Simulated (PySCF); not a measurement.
CH₆AlFSi, SMILES [CH3][Al]([F])[SiH3].

The structure is a stationary point at r2SCAN-D4/def2-SVP. A frequency run showed that this geometry is not a minimum. The structure was generated by enumeration; whether it is a known compound was not checked.

Two levels are set side by side: TDA-PBE/def2-SVPD (PySCF) and TDA-ωB97X/def2-SVPD (PySCF). Vertical, same geometry. The lowest singlet is HOMO→LUMO 97 % with PBE and HOMO→LUMO 97 % with the other functional; states are paired by order. Differences are taken from unrounded values.

```csv
quantity,TDA-ωB97X
lowest singlet excitation (eV),5.14
lowest triplet excitation (TDA) (eV),4.43
first bright state (f over 0.05) (eV),6.88
its oscillator strength,0.31
```

Q: What does TDA-PBE give, and how far is it from TDA-ωB97X? (An estimate is asked for; the answer gives what the named calculation found.)

A: 
```csv
quantity,TDA-PBE,TDA-PBE minus TDA-ωB97X
lowest singlet excitation (eV),4.57,-0.57
lowest triplet excitation (TDA) (eV),3.91,-0.52
first bright state (f over 0.05) (eV),5.81,-1.07
its oscillator strength,0.19,-0.11
```

Functionals without exact exchange tend to place singlet excitations lower, as here. Differences between two approximate levels are no errors against the true value.

Rough cost on one machine, each run with all the roots and properties that it gave: TDA-ωB97X against TDA-PBE about 3 times.
